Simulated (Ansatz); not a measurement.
Tetramethylammonium trifluoroacetate, `C[N+](C)(C)C.O=C([O-])C(F)(F)F`, 24 atoms. Hardware: 6 threads of Arm Neoverse N1 on a shared host.

Correlated methods freeze 12 core orbitals.

Problem. How many basis functions does each of these Ansatz runs have, and roughly what does it cost? B3LYP-D4/6-31G, charge 0 singlet, energy; r2SCANh-D4/def2-TZVP, charge -1 doublet at the geometry of the charge 0 singlet, energy, from earlier orbitals; MP2/def2-SVP, charge 0 singlet, energy, from earlier orbitals; r2SCANh-D4/def2-TZVP, charge 1 doublet at the geometry of the charge 0 singlet, energy, from earlier orbitals; PBE-D4/def2-TZVP, charge -1 doublet, energy, from earlier orbitals; PBE0-D4/def2-TZVP, charge -1 doublet at the geometry of the charge 0 singlet, energy; HF/STO-3G, charge 0 singlet, energy; PBE0-D4/def2-SVP, charge 0 singlet, energy, from earlier orbitals; PBE-D4/def2-TZVP, charge 0 singlet, energy, from earlier orbitals; PBE-D4/def2-TZVP, charge -1 doublet at the geometry of the charge 0 singlet, energy, from earlier orbitals; PBE0-D4/def2-TZVP, charge 1 doublet at the geometry of the charge 0 singlet, energy; revPBE-D4/def2-TZVP, charge 0 singlet, energy, from earlier orbitals.

Solution. Other jobs shared the machine, so times can vary by a factor of up to 3. A dash marks memory too small to be measured apart from the calling script's.

```json
{"run": "HF/STO-3G, charge 0 singlet, energy", "functions": "72", "fitting or Cholesky vectors": "1055", "wall time": "0.8 s", "peak host memory (GiB)": "–"}
{"run": "B3LYP-D4/6-31G, charge 0 singlet, energy", "functions": "132", "fitting or Cholesky vectors": "1653", "wall time": "4 s", "peak host memory (GiB)": "–"}
{"run": "MP2/def2-SVP, charge 0 singlet, energy, from earlier orbitals", "functions": "228", "fitting or Cholesky vectors": "2287", "wall time": "7.5 s", "peak host memory (GiB)": "–"}
{"run": "PBE0-D4/def2-SVP, charge 0 singlet, energy, from earlier orbitals", "functions": "228", "fitting or Cholesky vectors": "2546", "wall time": "8 s", "peak host memory (GiB)": "1.1"}
{"run": "revPBE-D4/def2-TZVP, charge 0 singlet, energy, from earlier orbitals", "functions": "444", "fitting or Cholesky vectors": "2533", "wall time": "9.5 s", "peak host memory (GiB)": "0.98"}
{"run": "PBE-D4/def2-TZVP, charge 0 singlet, energy, from earlier orbitals", "functions": "444", "fitting or Cholesky vectors": "2533", "wall time": "10 s", "peak host memory (GiB)": "0.98"}
{"run": "PBE-D4/def2-TZVP, charge -1 doublet, energy, from earlier orbitals", "functions": "444", "fitting or Cholesky vectors": "2533", "wall time": "23 s", "peak host memory (GiB)": "1.1"}
{"run": "PBE-D4/def2-TZVP, charge -1 doublet at the geometry of the charge 0 singlet, energy, from earlier orbitals", "functions": "444", "fitting or Cholesky vectors": "2533", "wall time": "24 s", "peak host memory (GiB)": "1.1"}
{"run": "PBE0-D4/def2-TZVP, charge -1 doublet at the geometry of the charge 0 singlet, energy", "functions": "444", "fitting or Cholesky vectors": "2533", "wall time": "71 s", "peak host memory (GiB)": "2.6"}
{"run": "r2SCANh-D4/def2-TZVP, charge -1 doublet at the geometry of the charge 0 singlet, energy, from earlier orbitals", "functions": "444", "fitting or Cholesky vectors": "2533", "wall time": "96 s", "peak host memory (GiB)": "2.7"}
{"run": "PBE0-D4/def2-TZVP, charge 1 doublet at the geometry of the charge 0 singlet, energy", "functions": "444", "fitting or Cholesky vectors": "2533", "wall time": "3.8 min", "peak host memory (GiB)": "2.9"}
{"run": "r2SCANh-D4/def2-TZVP, charge 1 doublet at the geometry of the charge 0 singlet, energy, from earlier orbitals", "functions": "444", "fitting or Cholesky vectors": "2533", "wall time": "5.1 min", "peak host memory (GiB)": "3"}
```
